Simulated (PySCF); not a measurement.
Ligands exchanged one at a time, Si C2H5-I. Gas-phase values, no solvent. One relaxed conformer stands for each flexible species; it need not be the lowest. Strings in code marks are SMILES.

All values below come from M06-2X/def2-TZVP // B3LYP-D3(BJ)/def2-SVP in PySCF. All candidates: neutral, multiplicity 1. Excitations are Tamm–Dancoff values on a coarser integration grid. The basis has no diffuse functions, so Rydberg states are missing or too high.

```json
{
 "S1 excitation (TDA)": "6.05 eV",
 "HOMO": "-8.31 eV",
 "HOMO–LUMO gap": "9.17 eV"
}
```

Problem. Say which member has these values.
(A) `CC[Si](I)(I)CC` (C–C–Si–I torsion -59°, I–Si–C–C torsion 59°)
(B) `CC[Si](I)(CC)CC`
(C) `CC[Si](CC)(CC)CC`
(D) `I[Si](I)(I)I`

Solution. B, `CC[Si](I)(CC)CC`. The others give `I[Si](I)(I)I`: 4.02 eV, -8.89 eV, 6.62 eV; `CC[Si](I)(I)CC` (C–C–Si–I torsion -59°, I–Si–C–C torsion 59°): 5.36 eV, -8.48 eV, 8.16 eV; `CC[Si](CC)(CC)CC`: 7.76 eV, -8.82 eV, 10.33 eV
